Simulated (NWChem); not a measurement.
System: WH2S2O2; SMILES [O]=[W](=[O])([SH])[SH]

NWChem input:

```
start job
memory heap 200 mb stack 900 mb global 1100 mb
geometry units angstroms
  W      0.201754    -0.067368     0.090869
  O      1.149939    -1.140335    -0.775439
  O      0.647862     0.540018     1.585145
  S     -0.142384     1.870859    -1.218367
  H     -0.091050     2.714544    -0.176585
  S     -1.859874    -1.202270     0.316576
  H     -1.547806    -2.167302    -0.561535
end
basis spherical
  * library def2-svp
end
ecp
  W library def2-ecp
end
dft
  xc pbe0
  iterations 150
end
driver
  maxiter 120
end
task dft optimize
```

Excerpt of the output:

```
             Northwest Computational Chemistry Package (NWChem) 7.3.0
             --------------------------------------------------------

 C2  symmetry detected

                             Geometry "geometry" -> ""
                             -------------------------

 Output coordinates in angstroms (scale by  1.889725989 to convert to a.u.)

  No.       Tag          Charge          X              Y              Z
 ---- ---------------- ---------- -------------- -------------- --------------
    1 W                   74.0000     0.00000000     0.00000000     0.27163755
    2 O                    8.0000    -0.17144104    -1.46034724     1.07088132
    3 O                    8.0000     0.17144104     1.46034724     1.07088132
    4 S                   16.0000     1.91718905    -0.10895904    -1.10740888
    5 H                    1.0000     2.27190316     1.16796502    -0.89909763
    6 S                   16.0000    -1.91718905     0.10895904    -1.10740888
    7 H                    1.0000    -2.27190316    -1.16796502    -0.89909763

 Effective nuclear repulsion energy (a.u.)    1083.9828319806

      Symmetry information
      --------------------

 Group name             C2
 Group number              4
 Group order               2
 No. of unique centers     4

                                Z-matrix (autoz)
                                --------

 Units are Angstrom for bonds and degrees for angles

      Type          Name      I     J     K     L     M      Value
      ----------- --------  ----- ----- ----- ----- ----- ----------
    1 Stretch                  1     2                       1.67356
    2 Stretch                  1     3                       1.67356
    3 Stretch                  1     4                       2.36416
    4 Stretch                  1     6                       2.36416
    5 Stretch                  4     5                       1.34155
    6 Stretch                  6     7                       1.34155
    7 Bend                     1     4     5                94.58711
    8 Bend                     1     6     7                94.58711
    9 Bend                     2     1     3               122.94617
   10 Bend                     2     1     4               108.74949
   11 Bend                     2     1     6               103.63388
   12 Bend                     3     1     4               103.63388
   13 Bend                     3     1     6               108.74949
   14 Bend                     4     1     6               108.63215
   15 Torsion                  2     1     4     5        -143.40110
   16 Torsion                  2     1     6     7         -11.07773
   17 Torsion                  3     1     4     5         -11.07773
   18 Torsion                  3     1     6     7        -143.40110
   19 Torsion                  4     1     6     7         104.44212
   20 Torsion                  5     4     1     6         104.44212

                           NWChem Geometry Optimization
                           ----------------------------

 maximum gradient threshold         (gmax) =   0.000450
 rms gradient threshold             (grms) =   0.000300
 maximum cartesian step threshold   (xmax) =   0.001800
 rms cartesian step threshold       (xrms) =   0.001200
 fixed trust radius                (trust) =   0.300000
 source of zmatrix                         =   autoz

          -------------------
          Energy Minimization
          -------------------

 Using diagonal initial Hessian
 Scaling for Hessian diagonals: bonds = 1.00  angles = 0.25  torsions = 0.10

          --------
          Step   0

                                 NWChem DFT Module
                                 -----------------

 Summary of "ao basis" -> "ao basis" (spherical)
 ------------------------------------------------------------------------------
       Tag                 Description            Shells   Functions and Types
 ---------------- ------------------------------  ------  ---------------------
 W                          def2-svp                12       32   6s3p2d1f
 O                          def2-svp                 6       14   3s2p1d
 S                          def2-svp                 8       18   4s3p1d
 H                          def2-svp                 3        5   2s1p

      Symmetry analysis of basis
      --------------------------

        a          55
        b          51

            General Information
            -------------------
          SCF calculation type: DFT
          Wavefunction type:  closed shell.
          No. of atoms     :     7
          No. of electrons :    64
           Alpha electrons :    32
            Beta electrons :    32
          Charge           :     0
          Spin multiplicity:     1
          Use of symmetry is: on ; symmetry adaption is: on
          Maximum number of iterations: 150
          AO basis - number of functions:   106
                     number of shells:    46
          Convergence on energy requested:  1.00D-06
          Convergence on density requested:  1.00D-05
          Convergence on gradient requested:  5.00D-04

              XC Information
              --------------
                         PBE0 Method XC Functional
                     Hartree-Fock (Exact) Exchange  0.250
          PerdewBurkeErnzerhof Exchange Functional  0.750
            Perdew 1991 LDA Correlation Functional  1.000 local
           PerdewBurkeErnz. Correlation Functional  1.000 non-local

             Grid Information
             ----------------
          Grid used for XC integration:  medium
          Radial quadrature: Mura-Knowles
          Angular quadrature: Lebedev.
          Tag              B.-S. Rad. Rad. Pts. Rad. Cut. Ang. Pts.
          ---              ---------- --------- --------- ---------
          W                   1.35      123           9.0       590
          O                   0.60       49          11.0       434
          S                   1.00       88          11.0       590
          H                   0.35       45          12.0       434
          Grid pruning is: on
          Number of quadrature shells:   305
          Spatial weights used:  Erf1

      Superposition of Atomic Density Guess
      -------------------------------------

 Sum of atomic energies:       -1018.25211914

      Non-variational initial energy
      ------------------------------

 Total energy =   -1011.732243
 1-e energy   =   -2071.262142
 2-e energy   =     731.455489
 HOMO         =      -0.318115
 LUMO         =      -0.025731

      Symmetry analysis of molecular orbitals - initial
      -------------------------------------------------

  Numbering of irreducible representations:

     1 a           2 b

  Orbital symmetries:

     1 a           2 b           3 a           4 b           5 a
     6 b           7 a           8 b           9 a          10 b
    11 a          12 b          13 a          14 b          15 a
    16 b          17 a          18 b          19 a          20 b
    21 a          22 a          23 b          24 a          25 b
    26 b          27 a          28 b          29 a          30 b
    31 a          32 b          33 a          34 a          35 b
    36 a          37 b          38 a          39 b          40 a
    41 b          42 b

   convergence    iter        energy       DeltaE   RMS-Dens  Diis-err
 ---------------- ----- ----------------- --------- --------- ---------
 d= 0,ls=0.0,diis     1  -1013.9735225617 -1.34D+03  4.70D-02  4.06D+00
 d= 0,ls=0.0,diis     2  -1008.1572362289  5.82D+00  3.72D-02  5.34D+01
 d= 0,ls=0.0,diis     3  -1014.4211112537 -6.26D+00  8.41D-03  3.16D-01
 d= 0,ls=0.0,diis     4  -1014.4308753306 -9.76D-03  4.02D-03  2.61D-01
 d= 0,ls=0.0,diis     5  -1014.4690298502 -3.82D-02  4.02D-04  2.87D-03
  Resetting Diis
 d= 0,ls=0.0,diis     6  -1014.4693420841 -3.12D-04  1.38D-04  4.87D-04
 d= 0,ls=0.0,diis     7  -1014.4693961690 -5.41D-05  1.06D-04  2.67D-05
 d= 0,ls=0.0,diis     8  -1014.4693754808  2.07D-05  7.57D-05  2.26D-04
 d= 0,ls=0.0,diis     9  -1014.4693991680 -2.37D-05  9.15D-06  1.05D-06
 d= 0,ls=0.0,diis    10  -1014.4693992888 -1.21D-07  3.21D-06  1.43D-07

         Total DFT energy =    -1014.469399288752
      One electron energy =    -2073.821950157836
           Coulomb energy =      807.657204513588
    Exchange-Corr. energy =      -76.379063425996
 Nuclear repulsion energy =      328.074409781492

 Numeric. integr. density =       63.999997406486

                  Occupations of the irreducible representations
                  ----------------------------------------------

                     irrep           alpha         beta
                     --------     --------     --------
                     a                16.0         16.0
                     b                16.0         16.0

                       DFT Final Molecular Orbital Analysis
                       ------------------------------------

[...]

      ----------------------
      Optimization converged
      ----------------------

  Step       Energy      Delta E   Gmax     Grms     Xrms     Xmax
  ---- ---------------- -------- -------- -------- -------- --------
@    8   -1014.48115549 -2.8D-08  0.00002  0.00001  0.00089  0.00173
                                     ok       ok       ok       ok

                                Z-matrix (autoz)
                                --------

 Units are Angstrom for bonds and degrees for angles

      Type          Name      I     J     K     L     M      Value     Gradient
      ----------- --------  ----- ----- ----- ----- ----- ---------- ----------
    1 Stretch                  1     2                       1.70024   -0.00001
    2 Stretch                  1     3                       1.70024   -0.00001
    3 Stretch                  1     4                       2.34566   -0.00002
    4 Stretch                  1     6                       2.34566   -0.00002
    5 Stretch                  4     5                       1.35488   -0.00001
    6 Stretch                  6     7                       1.35488   -0.00001
    7 Bend                     1     4     5                94.35453   -0.00000
    8 Bend                     1     6     7                94.35453   -0.00000
    9 Bend                     2     1     3               111.17908    0.00000
   10 Bend                     2     1     4               105.83528   -0.00001
   11 Bend                     2     1     6               110.09389    0.00001
   12 Bend                     3     1     4               110.09389    0.00001
   13 Bend                     3     1     6               105.83528   -0.00001
   14 Bend                     4     1     6               113.89578   -0.00000
   15 Torsion                  2     1     4     5        -159.44063   -0.00000
   16 Torsion                  2     1     6     7         -39.19967    0.00000
   17 Torsion                  3     1     4     5         -39.19967    0.00000
   18 Torsion                  3     1     6     7        -159.44063   -0.00000
   19 Torsion                  4     1     6     7          79.47784   -0.00000
   20 Torsion                  5     4     1     6          79.47784   -0.00000

                         Geometry "geometry" -> "geometry"
                         ---------------------------------

 Output coordinates in angstroms (scale by  1.889725989 to convert to a.u.)

  No.       Tag          Charge          X              Y              Z
 ---- ---------------- ---------- -------------- -------------- --------------
    1 W                   74.0000     0.00000000     0.00000000     0.30311426
    2 O                    8.0000    -0.08760778    -1.39997420     1.26394790
    3 O                    8.0000     0.08760778     1.39997420     1.26394790
    4 S                   16.0000     1.95339090    -0.22292409    -0.97621035
    5 H                    1.0000     2.05597727     1.10223671    -1.23910110
    6 S                   16.0000    -1.95339090     0.22292409    -0.97621035
    7 H                    1.0000    -2.05597727    -1.10223671    -1.23910110

 Effective nuclear repulsion energy (a.u.)    1080.9448586426

      Symmetry information
      --------------------

 Group name             C2
 Group number              4
 Group order               2
 No. of unique centers     4

                Final and change from initial internal coordinates
                --------------------------------------------------

                                Z-matrix (autoz)
                                --------

 Units are Angstrom for bonds and degrees for angles

      Type          Name      I     J     K     L     M      Value       Change
      ----------- --------  ----- ----- ----- ----- ----- ---------- ----------
    1 Stretch                  1     2                       1.70024    0.02668
    2 Stretch                  1     3                       1.70024    0.02668
    3 Stretch                  1     4                       2.34566   -0.01850
    4 Stretch                  1     6                       2.34566   -0.01850
    5 Stretch                  4     5                       1.35488    0.01333
    6 Stretch                  6     7                       1.35488    0.01333
    7 Bend                     1     4     5                94.35453   -0.23259
    8 Bend                     1     6     7                94.35453   -0.23259
    9 Bend                     2     1     3               111.17908  -11.76709
   10 Bend                     2     1     4               105.83528   -2.91421
   11 Bend                     2     1     6               110.09389    6.46001
   12 Bend                     3     1     4               110.09389    6.46001
   13 Bend                     3     1     6               105.83528   -2.91421
   14 Bend                     4     1     6               113.89578    5.26363
   15 Torsion                  2     1     4     5        -159.44063  -16.03953
   16 Torsion                  2     1     6     7         -39.19967  -28.12194
   17 Torsion                  3     1     4     5         -39.19967  -28.12194
   18 Torsion                  3     1     6     7        -159.44063  -16.03953
   19 Torsion                  4     1     6     7          79.47784  -24.96428
   20 Torsion                  5     4     1     6          79.47784  -24.96428

 ==============================================================================
                                internuclear distances
 ------------------------------------------------------------------------------
       center one      |      center two      | atomic units |  angstroms
 ------------------------------------------------------------------------------
    2 O                |   1 W                |     3.21298  |     1.70024
    3 O                |   1 W                |     3.21298  |     1.70024
    4 S                |   1 W                |     4.43265  |     2.34566
    5 H                |   4 S                |     2.56034  |     1.35488
    6 S                |   1 W                |     4.43265  |     2.34566
    7 H                |   6 S                |     2.56034  |     1.35488
 ------------------------------------------------------------------------------
                         number of included internuclear distances:          6
 ==============================================================================
```

Level: PBE0/def2-SVP with def2 effective core potentials on W. No frequency run checked for a minimum. def2 effective core potentials on W; no spin-orbit coupling.
